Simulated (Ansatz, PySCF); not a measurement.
TiF4, SMILES [F][Ti]([F])([F])[F], multiplicity 1. Atoms are numbered in the order given.

```xyz
5

Ti     0.0000     0.0000     0.0000
F     -1.0016     1.0016    -1.0016
F      1.0016     1.0016     1.0016
F      1.0016    -1.0016    -1.0016
F     -1.0016    -1.0016     1.0016
```
Charge 0, spin multiplicity 1.

Geometry optimised at B3LYP-D3(BJ)/def2-SVP. The spin state was assumed, not searched. The isomer is the one that the SMILES or the coordinates give; other isomers of the formula were not compared.

Two levels are set side by side: PBE-D3(BJ)/def2-SVP (Ansatz, a program for electronic structure) and B3LYP-D3(BJ)/def2-SVP (PySCF). Each level has its own optimised geometry; the coordinates shown are those of the second. Frequencies come from the Hessian of PySCF at each geometry. Differences are taken from unrounded values.

```tsv
quantity	B3LYP-D3(BJ)	PBE-D3(BJ)	PBE-D3(BJ) minus B3LYP-D3(BJ)
mean bond length (Å)	1.735	1.744	0.009
bond Ti1–F2 (Å)	1.735	1.744	0.009
bond Ti1–F3 (Å)	1.735	1.744	0.009
bond Ti1–F4 (Å)	1.735	1.744	0.009
bond Ti1–F5 (Å)	1.735	1.744	0.009
highest harmonic wavenumber (cm⁻¹)	836	810	-26
mean harmonic wavenumber (cm⁻¹)	479	462	-16
zero-point energy (kcal/mol)	6.16	5.95	-0.21
```

Exact exchange shortens and stiffens bonds; PBE has none. Differences between two approximate levels are no errors against the true value.
